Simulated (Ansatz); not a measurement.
C₃H₆AuN, charge -1, doublet, geometry from GFN2-xTB (such geometries of metal compounds can be far from the true shape) (the multiplicity is a formal guess) (core potentials on Au) (a gas-phase anion, which may not be bound at this level); B3LYP/def2-SV(P) run with Ansatz (a first-principles code).

The Ansatz input:
Ansatz 0.2 input:
```yaml
crystal:
  periodic: [false, false, false]
  atoms:
    - {symbol: Au, position_ang: [0.34171143, 0.05507365, -0.33703847]}
    - {symbol: C, position_ang: [1.69981826, 0.54047931, -1.83234399]}
    - {symbol: H, position_ang: [2.59589301, -0.09487127, -1.83550291]}
    - {symbol: H, position_ang: [2.08123020, 1.56807971, -1.76832366]}
    - {symbol: H, position_ang: [1.28739199, 0.45357164, -2.84633168]}
    - {symbol: C, position_ang: [-2.61680380, -0.72151647, 2.75728783]}
    - {symbol: N, position_ang: [-1.91917145, 0.00814549, 1.70604424]}
    - {symbol: C, position_ang: [-0.92838272, -0.42548863, 1.07705401]}
    - {symbol: H, position_ang: [-2.58700067, -0.13211063, 3.68165130]}
    - {symbol: H, position_ang: [-2.19777157, -1.72115018, 2.96929065]}
    - {symbol: H, position_ang: [-3.66853661, -0.84220084, 2.47095867]}
basis:
  gaussian:
    orbitals: def2-SV_P_.json
hamiltonian:
  xc: b3lyp
total_charge: -1
magnetization: {spin_polarized: true, initial_magnetization: 1}
```
The basis file holds def2-SV(P) in the JSON format of the Basis Set Exchange.

Question: Predict the main parts of the log of this Ansatz run.

Answer: 
```
Functional definition: B3LYP
1112 factors; integrals over basis functions are off by at most 7.2e-4 eV
mean field evaluation 1: about -8382.1212 eV, gradient 3.8e1 eV
mean field evaluation 2: about -8372.4756 eV, gradient 5.7e1 eV
mean field evaluation 4: about -8388.9480 eV, gradient 3.4e0 eV
mean field evaluation 8: about -8389.3043 eV, gradient 1.2e-1 eV
mean field evaluation 16: about -8389.3045 eV, gradient 7.9e-4 eV
mean field -8389.30451488 eV, -308.3012544470 hartree, gradient 3.9e-5 eV, S^2 0.753933; 0 other end points of the search recorded, 0 dependent functions left out
reference -8389.30479063 eV, -308.3012645806 hartree; 26, 25 occupied and 67, 68 virtual orbitals, 1112 factors
Total energy: -8389.30479063 eV, -308.3012645806 hartree
```
